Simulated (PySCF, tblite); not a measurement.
Isomers of C5H5F2S (doublet state), one GFN2-xTB conformer each. Single-point energies are computed at B3LYP/pcH-1 (PySCF, gas phase, no added dispersion term), electronic only. GFN2-xTB treats the open shell by occupation alone, and not every SCF solution was tested for stability.

```
               SMILES  GFN2-xTB relative energy (kJ/mol)
FC[C@@H]1[CH]C=C(F)S1                                0.0
      FCC1=CC[C](F)S1                               42.7
```

Conformers: `[F:1][CH2:2][C@@H:3]1[CH:4][CH:5]=[C:6]([F:7])[S:8]1` (doublet state) with F1–C2–C3–C4 -69°; `[F:1][CH2:2][C:3]1=[CH:4][CH2:5][C:6]([F:7])[S:8]1` (doublet state) with F1–C2–C3–C4 0°, C3–C4–C5–C6 8°, C4–C5–C6–F7 -157°, C5–C6–S8–C3 12°, C2–C3–S8–C6 174°.

Q: What does B3LYP/pcH-1 give for the same structures?

A: 
| SMILES | B3LYP/pcH-1 E (Eh) | B3LYP/pcH-1 (kJ/mol) | GFN2-xTB (kJ/mol) | point group |
| --- | --- | --- | --- | --- |
| FC[C@@H]1[CH]C=C(F)S1 | -791.37110 | 0.0 | 0.0 | C1 |
| FCC1=CC[C](F)S1 | -791.35435 | 44.0 | 42.7 | C1 |

Both levels put the same isomer lowest. 

Q: What happens when harmonic zero-point energies from GFN2-xTB frequencies are added?

A: 
```tsv
SMILES	ZPE (kJ/mol)	electronic (kJ/mol)	with ZPE (kJ/mol)
FC[C@@H]1[CH]C=C(F)S1	227.0	0.0	0.0
FCC1=CC[C](F)S1	226.2	44.0	43.1
```

The zero-point energies span 0.8 kJ/mol. The order is unchanged.
